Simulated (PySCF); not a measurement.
# RbBe⁺: energy against distance

Set-up: basis Rb def2-SVP with ECP28, Be def2-SVP; scalar-relativistic core potentials; PySCF 2.14. Energies in eV from Rb⁺ + Be in their ground configurations at the same level. State: ¹Σ⁺ (singlet), closed shell.

```csv
R (Å),MN15
3.203,-0.1047
3.352,-0.1591
3.501,-0.1895
3.612,-0.2009
3.724,-0.2050
3.836,-0.2039
3.985,-0.1963
4.171,-0.1812
4.394,-0.1593
4.692,-0.1300
```

Problem. Put a parabola through the three lowest points of the MN15 curve and estimate Re, k and ωe (reduced mass 8.147 u; 1 eV/Å² = 0.16022 mdyn/Å; ωe = 1302.8·√(k/μ) cm⁻¹).

Solution. Through R = 3.612, 3.724, 3.836 Å the second-order coefficient is 0.207 eV/Å², so Re ≈ 3.756 Å, k ≈ 0.0664 mdyn/Å and ωe ≈ 118 cm⁻¹. A polynomial fit of higher order to the unrounded MN15 energies gives Re = 3.750 Å, k = 0.0639 mdyn/Å, ωe = 115 cm⁻¹; anharmonicity and rounding make the difference.

The higher-order fit for each curve: MN15: Re = 3.750 Å, ωe = 115 cm⁻¹, De = 0.205 eV.

Closed-shell solutions of metal pairs were not tested for spin polarisation, which can lower them a little. The bond is weak. Basis-set superposition, not corrected here, can be much of De in a small basis, most of all at correlated wavefunction levels. For an ion De counts to the pair picked by the measured ionisation energies or electron affinities, which need not be the lowest pair at this level.
